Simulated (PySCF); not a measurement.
Trends in electronic spectra. Theory: TDDFT CAM-B3LYP/def2-SVPD, vertical, gas phase, core orbitals frozen in the response in PySCF. Geometries: PBE0-D3(BJ)/def2-SVP; one conformer of each isolated species. Triplets are in the Tamm–Dancoff approximation. Relativistic effects are left out although some hold elements past zinc.

Problem. Rank by computed LUMO energy, lowest first.
A. `O=C1OB(F)OC1=O`
B. `C=C[Si@H](C)[GeH3]`
C. `c1cc(Cl)cc(B(F)F)c1`
D. `[GeH3][O][C@H]1C=CC1`
E. `CN([SiH3])CC(C)(C)C`
F. `FP(F)(F)(F)F`

Solution. A (-2.09 eV), C (-0.78 eV), F (0.18 eV), B (0.58 eV), D (0.80 eV), E (1.12 eV).

| SMILES | LUMO (eV) | f (S1) | α (au) | T1 (eV) | gap (eV) | S1 mainly |
| --- | --- | --- | --- | --- | --- | --- |
| O=C1OB(F)OC1=O | -2.09 | 0.000 | 44.5 | 3.65 | 8.72 | H→L (97%) |
| FB(F)c1cccc(Cl)c1 | -0.78 | 0.029 | 95.3 | 3.78 | 7.96 | H→L (75%) |
| FP(F)(F)(F)F | 0.18 | 0.000 | 26.5 | 9.69 | 14.16 | H-1/H→L (≥82%) |
| C=C[Si@H](C)[GeH3] | 0.58 | 0.002 | 98.8 | 4.22 | 9.66 | H→L (66%) |
| [GeH3][O][C@H]1C=CC1 | 0.80 | 0.012 | 79.3 | 4.23 | 9.44 | H-1→L (48%) |
| CN([SiH3])CC(C)(C)C | 1.12 | 0.008 | 108.9 | 5.64 | 8.72 | H→L (63%) |

H and L stand for HOMO and LUMO. A slash joins orbitals within 0.01 eV of each other, whose weights are summed (≥ marks a lower bound).

- `O=C1OB(F)OC1=O`: Löwdin shares by element: HOMO oxygen 61% or more, carbon 21% (atoms not listed hold the other 18%); LUMO carbon 42%, oxygen 40% or more (atoms not listed hold the other 17%).
- `FB(F)c1cccc(Cl)c1`: Löwdin shares by element: HOMO carbon 48% or more, chlorine 25% (atoms not listed hold the other 26%); LUMO carbon 45% or more, boron 15% (atoms not listed hold the other 40%).
- `FP(F)(F)(F)F`: Löwdin shares by element: HOMO (one of a set within 0.03 eV) fluorine 99% or more; LUMO phosphorus 41%, fluorine 39% or more (atoms not listed hold the other 20%).
- `C=C[Si@H](C)[GeH3]`: Löwdin shares by element: HOMO germanium 33%, silicon 26%, carbon 14% or more (atoms not listed hold the other 27%); LUMO carbon 62%, silicon 11% (atoms not listed hold the other 27%).
- `[GeH3][O][C@H]1C=CC1`: Löwdin shares by element: HOMO carbon 68% or more, oxygen 10% (atoms not listed hold the other 22%); LUMO germanium 30%, carbon 11% or more, oxygen 10%, hydrogen 9% or more (atoms not listed hold the other 40%).
- `CN([SiH3])CC(C)(C)C`: Löwdin shares by element: HOMO nitrogen 50%, carbon 16% or more, silicon 8% (atoms not listed hold the other 26%); LUMO carbon 21% or more, silicon 18% (atoms not listed hold the other 61%).

Without π bonds the low states are Rydberg-like; a valence basis with one diffuse set may place them up to an eV too high.
